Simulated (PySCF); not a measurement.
MTl for M along group 13

PBE0 with double-zeta basis sets in PySCF, for the lowest determinant that a PBE0 search found; no spin–orbit coupling. De refers to high-spin ground-configuration atoms. A positive dipole means M(−)Tl(+).

```tsv
M	basis	state (unpaired electrons)	Re (Å)	ωe (cm⁻¹)	De (eV)	μ (D)
B	aug-cc-pVDZ-PP/aug-cc-pVDZ	triplet (σ ↑, π ↑)	2.488	346	1.67	2.35
Al	def2-SVP	triplet (σ ↑, π ↑)	2.924	183	1.35	1.04
Ga	def2-SVP	triplet (σ ↑, π ↑)	2.916	125	1.31	0.81
In	def2-SVP	triplet (σ ↑, π ↑)	3.094	98.3	1.22	0.47
Tl	def2-SVP	triplet (σ ↑, π ↑)	3.140	81.5	1.17	n/a
```

Q: By what factor does the harmonic wavenumber vary along the series?

A: At PBE0 it runs from 81.5 cm⁻¹ (Tl2) to 346 cm⁻¹ (TlB), a factor of 4.25.

The rows differ in basis set, which adds steps of its own.

Down a group the atoms grow and get heavier, so bonds lengthen and wavenumbers fall; this series shows no clear exception.

These are scalar-relativistic numbers at best; spin–orbit coupling would shift them, the dissociation energy most. States were picked by a PBE0 search and need not be the measured ground states.
